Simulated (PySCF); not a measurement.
# The third ionisation energy along the second row

All values are computed (PySCF 2.14, energy differences of UHF-based or UKS calculations, no spin-orbit coupling). Values in eV. The last column holds reference values (NIST; (s) semi-empirical, (t) theoretical, else measured). Unmarked ones compare directly (S terms, centres of terms, or small fine structure); those marked * lie between the lowest fine-structure levels and include a spin-orbit shift.

```tsv
element	configurations	UHF	LDA	PBE	r2SCAN	MP2 (valence)	SCS-MP2 (valence)	reference
B (aug-cc-pVTZ, non-relativistic)	[He] 2s1 → 1s2	37.815	37.892	38.282	37.849	n/a	n/a	37.931
C (aug-cc-pVTZ, non-relativistic)	[He] 2s2 → [He] 2s1	45.787	46.947	47.104	46.622	46.961	47.195	47.888
N (aug-cc-pVTZ, non-relativistic)	[He] 2s2 2p1 → [He] 2s2	47.265	47.833	47.984	48.187	47.451	47.402	47.445 (s) *
O (aug-cc-pVTZ, non-relativistic)	[He] 2s2 2p2 → [He] 2s2 2p1	54.584	55.387	55.238	55.576	54.965	54.821	54.936 (s) *
F (aug-cc-pVTZ, non-relativistic)	[He] 2s2 2p3 → [He] 2s2 2p2	62.241	63.154	62.831	63.154	62.823	62.563	62.708 (s) *
Ne (aug-cc-pVTZ, non-relativistic)	[He] 2s2 2p4 → [He] 2s2 2p3	61.836	63.611	63.874	63.614	63.025	63.129	63.423 *
```

"Valence" correlates the outer s and p shells and, in groups 3 to 12 and the f block, the outer d or f shell, open or full, or the next shell where the ion has no valence electron left; the wider scheme adds the next inner shell.
